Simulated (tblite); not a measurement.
Record of a relaxation.

Species: C₈H₇S (doublet state).
Bonds: C1–C2 (double), C2–C3, C3–C4 (aromatic), C4–C5 (aromatic), C5–C6 (aromatic), C6–C7 (aromatic), C7–S8, C7–C9 (aromatic), C3–C9 (aromatic). Hydrogens: H10, H11 on C1; H12 on C2; H13 on C4; H14 on C6; H15 on S8; H16 on C9.
Bond orders are those of one Lewis drawing.

Computed with GFN2-xTB (tblite), gas phase: L-BFGS steps from a force-field or distance-geometry start until the largest atomic force falls under 0.01 eV/Å. 5 of its 80 geometries are shown.

Step 0: E = -647.3561 eV, largest atomic force 1.659 eV/Å
```
atom  x, y, z in Å  |  force x, y, z in eV/Å
C1     -2.859   -0.624    0.631   -1.601  -0.425  -0.096
C2     -1.704   -0.118    0.999    0.612   0.151   0.341
C3     -0.495   -0.164    0.177   -0.342   0.183   0.336
C4     -0.480   -0.712   -1.098    0.691  -0.539  -1.251
C5      0.693   -0.728   -1.834   -0.339   0.528   1.273
C6      1.859   -0.179   -1.359    0.432  -0.228  -0.714
C7      1.849    0.391   -0.088   -0.275   0.413   0.021
S8      3.351    1.126    0.614   -0.024   0.711  -0.313
C9      0.675    0.384    0.656    1.102   0.721   0.861
H10    -3.760   -0.589    1.270    0.729   0.018  -0.408
H11    -3.023   -1.101   -0.340    0.090   0.231   0.500
H12    -1.588    0.344    1.986   -0.018  -0.146  -0.414
H13    -1.366   -1.161   -1.513   -0.080   0.012  -0.041
H14     2.784   -0.185   -1.949   -0.422   0.014   0.277
H15     3.330    2.476    0.183   -0.351  -1.327   0.177
H16     0.727    0.848    1.655   -0.204  -0.317  -0.549
```

Step 20: E = -647.5808 eV, largest atomic force 0.055 eV/Å
```
atom  x, y, z in Å  |  force x, y, z in eV/Å
C1     -2.883   -0.621    0.640    0.002  -0.009   0.015
C2     -1.698   -0.130    0.981    0.004  -0.004  -0.008
C3     -0.488   -0.147    0.167    0.013   0.015  -0.002
C4     -0.451   -0.715   -1.118    0.012  -0.012  -0.007
C5      0.723   -0.680   -1.803    0.007   0.000   0.019
C6      1.893   -0.147   -1.353    0.000  -0.014  -0.016
C7      1.857    0.411   -0.074   -0.029   0.011  -0.020
S8      3.365    1.100    0.620   -0.025  -0.038   0.028
C9      0.689    0.413    0.665    0.009  -0.004   0.029
H10    -3.724   -0.569    1.310    0.013   0.010  -0.005
H11    -3.067   -1.097   -0.308   -0.014   0.011   0.018
H12    -1.578    0.334    1.952    0.006  -0.002  -0.012
H13    -1.335   -1.171   -1.536    0.020   0.014  -0.018
H14     2.806   -0.148   -1.926   -0.006  -0.004   0.000
H15     3.183    2.320    0.120    0.005   0.047  -0.029
H16     0.699    0.857    1.650   -0.016  -0.020   0.009
```

Step 40: E = -647.5856 eV, largest atomic force 0.074 eV/Å
```
atom  x, y, z in Å  |  force x, y, z in eV/Å
C1     -2.904   -0.626    0.655    0.004   0.009  -0.009
C2     -1.700   -0.168    0.979   -0.028   0.029  -0.021
C3     -0.488   -0.189    0.168   -0.009   0.041  -0.013
C4     -0.438   -0.702   -1.139   -0.009  -0.024   0.012
C5      0.747   -0.643   -1.805    0.000  -0.042   0.046
C6      1.911   -0.122   -1.327   -0.018  -0.017  -0.016
C7      1.847    0.427   -0.043   -0.021  -0.012  -0.020
S8      3.309    1.173    0.679    0.012   0.018   0.030
C9      0.677    0.377    0.688   -0.005   0.014   0.012
H10    -3.737   -0.521    1.329    0.050  -0.033   0.006
H11    -3.126   -1.114   -0.280    0.070   0.024  -0.008
H12    -1.562    0.311    1.942   -0.043  -0.028   0.002
H13    -1.318   -1.134   -1.590   -0.007   0.012  -0.001
H14     2.837   -0.133   -1.880   -0.030   0.057   0.000
H15     3.271    2.277   -0.070    0.024  -0.050  -0.025
H16     0.667    0.795    1.684    0.010   0.001   0.006
```

Step 59: E = -647.6506 eV, largest atomic force 0.372 eV/Å
```
atom  x, y, z in Å  |  force x, y, z in eV/Å
C1     -2.912   -0.678    0.609    0.076  -0.019   0.001
C2     -1.739   -0.194    1.005   -0.027  -0.064   0.061
C3     -0.510   -0.154    0.220   -0.071  -0.065   0.036
C4     -0.447   -0.663   -1.090   -0.017   0.010   0.027
C5      0.737   -0.570   -1.746    0.006  -0.012   0.034
C6      1.870    0.013   -1.268    0.016  -0.010  -0.016
C7      1.794    0.557    0.018   -0.043   0.019  -0.008
S8      3.163    1.463    0.684    0.195   0.019  -0.237
C9      0.635    0.425    0.766   -0.051  -0.026  -0.059
H10    -3.778   -0.694    1.256    0.169   0.061  -0.127
H11    -3.041   -1.088   -0.382   -0.114   0.003   0.147
H12    -1.632    0.228    1.998   -0.078  -0.046   0.014
H13    -1.317   -1.115   -1.537    0.027   0.017  -0.044
H14     2.791    0.047   -1.828    0.001   0.063  -0.057
H15     3.761    1.663   -0.509   -0.097  -0.078   0.351
H16     0.618    0.769    1.792    0.009   0.128  -0.122
```

Step 79: E = -647.6990 eV, largest atomic force 0.007 eV/Å
```
atom  x, y, z in Å  |  force x, y, z in eV/Å
C1     -2.911   -0.706    0.634    0.001  -0.003   0.001
C2     -1.734   -0.222    1.010    0.004  -0.006   0.000
C3     -0.527   -0.133    0.198    0.001   0.000  -0.002
C4     -0.440   -0.690   -1.091   -0.002  -0.002  -0.001
C5      0.732   -0.545   -1.761   -0.003   0.002   0.002
C6      1.849    0.087   -1.310    0.001  -0.002  -0.001
C7      1.765    0.634   -0.026    0.001  -0.003  -0.001
S8      3.136    1.485    0.706    0.000   0.001  -0.001
C9      0.594    0.520    0.706   -0.001   0.004  -0.001
H10    -3.747   -0.729    1.310   -0.001   0.004   0.003
H11    -3.095   -1.095   -0.353    0.002   0.002  -0.003
H12    -1.620    0.163    2.017   -0.004   0.003   0.000
H13    -1.278   -1.216   -1.519    0.001   0.000  -0.001
H14     2.752    0.168   -1.896    0.002   0.002  -0.001
H15     3.961    1.333   -0.329    0.001   0.000   0.001
H16     0.556    0.954    1.694   -0.002  -0.001   0.003
```

**Question.** Summarise the path.

**Answer.** The energy falls by 7.91 kcal/mol from step 0 to step 79; nine tenths of that is first reached at step 62. It rises by more than 0.2 meV at step 59. The largest force goes from 1.659 to 0.007 eV/Å. Among the bonds S8–H15 changes most, from 1.417 to 1.332 Å; the atoms move by 0.404 Å rms after alignment.

**Question.** Follow the three bonds and two angles with the largest change from start to end.

**Answer.** 
```csv
step,E above end (kcal/mol),largest force (eV/Å),S8–H15 (Å),C7–S8 (Å),C1–H10 (Å),C7–S8–H15 (°),C4–C5–C6 (°)
0,7.91,1.659,1.417,1.814,1.105,104.8,122.1
3,4.14,0.434,1.337,1.816,1.072,103.7,125.6
7,3.15,0.237,1.340,1.799,1.077,97.5,126.7
10,2.90,0.120,1.334,1.801,1.075,96.1,125.7
14,2.77,0.065,1.333,1.795,1.076,95.7,125.6
17,2.74,0.058,1.335,1.798,1.076,95.3,125.8
21,2.72,0.062,1.331,1.797,1.077,95.3,125.8
24,2.70,0.033,1.335,1.797,1.076,95.3,126.0
27,2.69,0.021,1.333,1.797,1.076,95.3,125.9
31,2.68,0.031,1.333,1.796,1.076,95.4,125.9
34,2.67,0.045,1.335,1.797,1.076,95.4,126.0
38,2.65,0.045,1.332,1.797,1.077,95.3,126.0
41,2.60,0.130,1.330,1.792,1.077,95.7,126.1
45,2.26,0.264,1.345,1.798,1.075,95.1,126.1
48,2.04,0.321,1.348,1.784,1.076,95.1,126.0
52,1.66,0.407,1.352,1.780,1.076,94.8,126.5
55,1.33,0.208,1.340,1.784,1.073,94.1,126.0
58,1.08,0.221,1.325,1.776,1.079,94.7,125.9
62,0.70,0.203,1.341,1.769,1.073,95.4,126.4
65,0.37,0.178,1.337,1.773,1.076,94.8,126.4
69,0.08,0.119,1.335,1.770,1.076,96.0,126.7
72,0.01,0.042,1.331,1.772,1.076,95.8,126.7
76,0.00,0.019,1.332,1.772,1.077,95.9,126.6
79,0.00,0.007,1.332,1.772,1.076,95.9,126.5
```

The cost below is that of the whole relaxation. Hardware: one thread, Intel Xeon at 2.70 GHz (x86_64), shared host with 64 logical CPUs at a one-minute load of 5.7. Cost: 0.74 s of wall time.
